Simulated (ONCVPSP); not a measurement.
# What one change does to a pseudopotential (Au, ONCV)

Au, optimised norm-conserving Vanderbilt (ONCV), made with ONCVPSP 4.0.1 (PBE, scalar-relativistic). Core [Kr] 4d10 4f14, reference 5s2 5p6 5d9 (charge +2). Waves: 5s: rc 1.60 bohr, ncon 4, nbas 8, qcut 6 1/bohr, 2 projectors, debl 3.2 Ha; 5p: rc 1.15 bohr, ncon 4, nbas 8, qcut 6.2 1/bohr, 2 projectors, debl 3.5 Ha; 5d: rc 1.15 bohr, ncon 3, nbas 7, qcut 9.2 1/bohr, local. Local part: the d channel. Core correction: none.

In the s channel the program set the typed energies aside and used -4.778, 0.050 Ha.

All-electron outer shells of the reference configuration (PBE, scalar-relativistic, ld1.x):

```
shell  level (eV)  outermost node (bohr)  outermost maximum (bohr)
   4f     -102.84                      –                      0.37
   5p      -81.30                   0.52                      0.96
   5d      -27.33                   0.56                      1.20
```

Change: s: ncon 5, nbas 9.

Cutoffs: the cutoffs (Ha) at which the residual kinetic energy of the hardest occupied pseudo-wave falls to 1 and 0.1 mHa per electron; they do not see the model core or the augmentation charge, which bear on the density cutoff. Errors are all-electron minus pseudo energies relative to the spin-unpolarised reference configuration.

Q: Predict the effect on cutoff, ghosts and configuration errors.

A: The potential gets neither clearly harder nor softer (141 Ha and 164 Ha → 141 Ha and 164 Ha); the p channel sets the loose cutoff, while the largest relative change is in s, which becomes harder; of the 4 tests that both files solve, the error grows in 1 and shrinks in 0 by more than 15 % and 0.3 meV (median size 7.7 → 11.5 meV); the range in which the s phases agree narrows (upper end at the end of the scan → 1.4); neither file shows a bound ghost.

```tsv
quantity	base	changed
cutoff, loose	141 Ha	141 Ha
cutoff, tight	164 Ha	164 Ha
loose cutoff by channel	s 15 Ha, p 141 Ha, d 20 Ha	s 30 Ha, p 141 Ha, d 20 Ha
bound ghosts	none	none
GHOST(+) flags under 300 eV	none	s at 64.9 eV
error for 5s2 5p6 5d10 6s1, meV [ΔE -30.62 eV]	-9.5	+61
error for 5s2 5p6 5d10, meV [ΔE -21.21 eV]	+3.2	+3.2
error for 5s2 5p6 5d8, meV [ΔE 33.88 eV]	-6.0	-6.0
error for 5s2 5p6 5d7, meV [ΔE 81.59 eV]	-17	-17
s: phases at 1.62 bohr within 0.05 rad from the reference energy up to (Ha; the scan ends near 5)	to the end of the scan	1.4
p: phases at 1.17 bohr within 0.05 rad from the reference energy up to (Ha; the scan ends near 5)	to the end of the scan	to the end of the scan
d: phases at 1.17 bohr within 0.05 rad from the reference energy up to (Ha; the scan ends near 5)	to the end of the scan	to the end of the scan
```
